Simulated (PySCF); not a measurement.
## How methods differ on the excitation energy of Ga

Ga [Ar] 3d10 4s2 4p1 (2P) → Ga [Ar] 3d10 4s2 4d1 (2D), as a difference of total energies. Calculation: PySCF 2.14, in aug-cc-pVDZ-DK (6s5p3d, 36 functions); scalar relativity by spin-free X2C-1e. Correlated levels: valence: [Ar] 3d10 frozen. The calculations carry no spin-orbit coupling.

Order these methods by the excitation energy they give, lowest first.
A. CCSD(T) (valence)
B. FCI (valence)
C. MP2 (valence)
D. UHF

B (4.779 eV), A (4.817 eV), D (5.077 eV), C (5.099 eV).

Errors of the correlated levels include the incompleteness of this basis and the frozen core.

The promoted electron is Rydberg-like, and one or two diffuse shells describe it only roughly, which tends to raise the upper state.

The coupled-cluster amplitudes are large for the upper state (T1 above 0.03 or a double amplitude above 0.15), so a single reference is strained.

For comparison: 4.245 eV (measured; NIST levels, between the centres of gravity of the two terms).
